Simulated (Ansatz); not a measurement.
A nudged elastic band was laid between two geometries of C3H5Ga (9 atoms, charge 0, multiplicity 1).

Theory: RKS B3LYP-D4/def2-SVP (Ansatz).

```json
{
 "movable images": "5",
 "climbing image": "yes",
 "spring": "5.0 eV/Å²",
 "optimiser": "quadratic models (default)",
 "start path": "through a guess of the saddle point",
 "force threshold": "0.05 eV/Å",
 "iteration limit": "60",
 "end points": "relaxed"
}
```

Initial state:

```xyz
9
Properties=species:S:1:pos:R:3
C 1.591 0.803 -2.129
C 0.979 0.733 -1.074
Ga 0.013 0.629 0.594
C -1.037 -0.993 0.981
H 2.132 0.870 -3.057
H 0.106 1.872 1.546
H -0.599 -1.880 0.498
H -1.129 -1.172 2.063
H -2.056 -0.861 0.577
```

Final state:

```xyz
9
Properties=species:S:1:pos:R:3
C 0.926 0.747 -1.194
C 1.251 1.751 -0.594
Ga -0.335 0.611 1.574
C -0.915 -1.146 0.632
H 0.629 -0.145 -1.714
H 1.571 2.657 -0.114
H -0.063 -1.778 0.323
H -1.520 -1.734 1.346
H -1.544 -0.964 -0.259
```

Q: What changes between the two ends?

A: Bonds broken: C2–Ga3, Ga3–H6. Bonds formed: C2–H6. C3H5Ga becomes C2H2 + CH3Ga.

Q: Give the energies along the band, and the barrier.

A: The forces met the threshold. The highest image is number 2 of 0 to 6, 254.9 kJ/mol above the first end and 182.8 kJ/mol above the last; the last end lies 72.1 kJ/mol above the first. Neighbouring images differ by up to 2.3 eV, so the band resolves the path poorly. A vibrational analysis at the climbing image gives one clearly imaginary mode, 1067i cm⁻¹: a first-order saddle point. The orbitals stay closed-shell, which can raise the energy where a bond breaks towards radicals; this wasn't checked here.

```tsv
image	path coordinate (Å)	energy (kJ/mol)	C2–Ga3 (Å)	Ga3–H6 (Å)	C2–H6 (Å)
0	0.00	0.0	1.93	1.57	2.99
1	1.14	33.6	1.93	1.54	2.58
2	2.29	254.9	2.22	1.65	1.45
3	3.43	102.6	3.16	2.32	1.08
4	4.57	85.0	3.44	3.02	1.08
5	5.71	78.2	3.19	3.24	1.07
6	6.85	72.1	2.92	3.27	1.07
```

Q: What is the geometry of the highest image?

A: 
```xyz
9
Properties=species:S:1:pos:R:3:forces:R:3
C 1.417 0.978 -1.909 0.01 0.01 0.04
C 0.789 0.664 -0.891 0.00 0.02 -0.01
Ga -0.118 0.682 1.132 0.01 -0.01 -0.02
C -1.093 -1.058 1.087 -0.02 0.01 0.01
H 1.964 1.233 -2.800 -0.01 -0.01 -0.01
H 0.847 1.629 0.192 0.00 -0.01 -0.02
H -0.374 -1.865 0.883 0.01 0.00 0.00
H -1.606 -1.237 2.042 0.00 -0.01 0.00
H -1.825 -1.026 0.264 0.01 0.00 0.00
```

Time of the run: 90 s on 2 threads of AMD EPYC 9R45 96-Core Processor (Zen 5) (shared host), peak memory 0.24 GiB.
